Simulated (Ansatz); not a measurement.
The cluster ZrSe2⁺. Charge 1, multiplicity 2. Geometry PBE0-D4/def2-TZVP; atoms count from 1.

```xyz
3

Zr    0.245   -0.666   -1.225
Se   -1.288    0.344    0.373
Se    1.043    0.322    0.852
```

In the def2 sets Zr takes a core potential; there is no spin–orbit coupling. The structure comes from a short search, and lower isomers may exist.

**Question.** Estimate the Mulliken populations from the PBE0/def2-TZVP orbitals of Ansatz.

**Answer.** 
| atom | charge (e) | spin (α − β) | d electrons |
| --- | --- | --- | --- |
| Zr1 | 1.09 | 1.24 | 2.36 |
| Se2 | -0.05 | -0.12 | – |
| Se3 | -0.05 | -0.12 | – |
Mulliken values depend strongly on the basis.

**Question.** Where does the spin sit?

**Answer.** Summed by element: Zr 1.24, Se -0.24, of 1 unpaired in all. Largest on single atoms: Zr1 1.24, Se2 -0.12, Se3 -0.12.

**Question.** And the Mayer bond orders between heavy atoms (over 0.3)?

**Answer.** Zr1–Se2 1.45 (2.43 Å); Zr1–Se3 1.45 (2.43 Å); Se2–Se3 1.01 (2.38 Å).
